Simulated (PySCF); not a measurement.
Molecule: SMILES O=C[C@]12CC[C@H](C1)C2, C₇H₁₀O.

Bonds (- single, = double, # triple, : aromatic): O1=C2, C2-C3, C3-C4, C4-C5, C5-C6, C6-C7, C6-C8, C7-C3, C8-C3. C2 carries H9; C4 carries H10, H11; C5 carries H12, H13; C6 carries H14; C7 carries H15, H16; C8 carries H17, H18. Stereochemistry as in O=C[C@]12CC[C@H](C1)C2. H16, H18 are cis to C5 on the ring; H15, H17 are trans to C5 on the ring.

Frames of a GFN2-xTB Langevin trajectory at 300 K; GIAO PBE0/pcSseg-1 shieldings in PySCF 2.14.0 with density-fitted response routines, gas phase, non-relativistic; equivalent atoms averaged within each frame.

Shifts are taken against calculated references (same method and geometry level): 17O (σref 336.08) vs H2O; TMS for 13C (σref 186.93), 1H (σref 31.72). The references are static minima.

Question: How do the shifts (ppm) fluctuate along the trajectory?

Answer: 
```
         time (fs)     O1     C2    C3  C7/C8    C6    C4    C5     H9  H15/H17  H10/H11
               250  748.5  214.2  58.0   42.1  35.9  32.9  29.3  10.51     2.14     1.84
               425  695.0  210.9  64.0   44.0  38.0  30.1  25.8  10.83     1.90     2.03
               625  686.4  202.5  62.4   51.7  46.3  28.1  29.9  10.36     2.59     2.24
               800  750.7  224.8  57.9   48.4  46.8  29.2  41.9  10.69     2.56     2.02
              1000  664.5  205.4  62.9   37.9  44.1  25.1  34.4  10.25     1.64     1.50
    mean of frames  709.0  211.6  61.1   44.8  42.2  29.1  32.3  10.53     2.17     1.93
standard deviation   38.7    8.7   2.9    5.4   5.0   2.9   6.2   0.24     0.41     0.28
```

5 frames give an uncertainty of the mean of about the standard deviation over 2.2 at best, since frames this close in time may not be independent; classical motion lacks zero-point vibration, and the reference would need the same averaging.
